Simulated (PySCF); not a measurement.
Compounds:

A. `C=C/C=C\c1ccncc1`
B. SMILES C1=C(CC=C=C)C=CN=C1
C. SMILES C1=C/C=C\C=C/C(/C=N\[H])=C\1

Spectrum 1. $^{1}$H NMR (500 MHz, computed): δ 8.92 (d, 2H), 7.25 (d, 2H), 5.31 (m, 1H), 5.02 (m, 2H), 3.33 (m, 2H). $^{13}$C{$^{1}$H} NMR (computed): δ 220.1 (C), 156.3 (CH), 156.0 (C), 128.3 (CH), 97.7 (CH), 79.0 (CH2), 42.3 (CH2).

Spectrum 2. $^{1}$H NMR (500 MHz, computed): δ 10.79 (br s, 1H), 8.08 (s, 1H), 6.51 (m, 1H), 6.40 (m, 1H), 6.37 (m, 1H), 6.28 (m, 1H), 6.25 (m, 1H), 6.14 (m, 1H), 6.13 (d, 1H). $^{13}$C{$^{1}$H} NMR (computed): δ 172.4 (CH), 148.5 (CH), 147.2 (C), 146.0 (CH), 142.1 (CH), 141.4 (CH), 140.6 (CH), 139.9 (CH), 137.7 (CH).

Spectrum 3. $^{1}$H NMR (500 MHz, computed): δ 9.00 (d, 2H), 7.26 (d, 2H), 7.25 (m, 1H), 6.83 (d, 1H), 6.65 (m, 1H), 5.82 (m, 1H), 5.72 (m, 1H). $^{13}$C{$^{1}$H} NMR (computed): δ 156.0 (CH), 150.4 (C), 142.2 (CH), 141.3 (CH), 137.5 (CH), 129.5 (CH2), 128.6 (CH).

Computed data (PySCF 2.14): GFN2-xTB geometry, GIAO PBE0/pcSseg-1 shieldings. Non-relativistic Hamiltonian, one computed conformer, gas phase, fast rotation and ring inversion assumed for equivalent nuclei.

Chemical shifts δ = σref − σ; $^{1}$H (σ = 31.72 ppm), $^{13}$C (σ = 186.93 ppm) vs TMS, all at this level. Where no couplings were computed, multiplicities follow the n + 1 count of equivalent neighbours, and m marks all less simple cases (inequivalent or close neighbours, rings, F or P nearby). Shifts are as computed. Against solution values, carbons near 30 ppm lie about +3 ppm off and those near 130 ppm about +5 ppm. Of 1211 compounds with measured shifts, 218 miss one by over three times the rms of a fit or turn the order of signals round; such compounds aren't used in these exercises. OH and NH positions are gas-phase values without hydrogen bonding to other molecules.

Task: Which spectrum belongs to which compound?

Result: 1–B, 2–C, 3–A.

- Spectrum 1 (B): 7 $^{13}$C signals; δC 220.1 is a central carbon of an allene; δC 156.3 is an aromatic CH next to a ring nitrogen.
- Spectrum 2 (C): 9 $^{13}$C signals; δC 148.5 is an alkene CH; δC 147.2 is a fully substituted alkene carbon.
- Spectrum 3 (A): 7 $^{13}$C signals; δC 156.0 is an aromatic CH next to a ring nitrogen; δC 142.2 is an alkene CH.
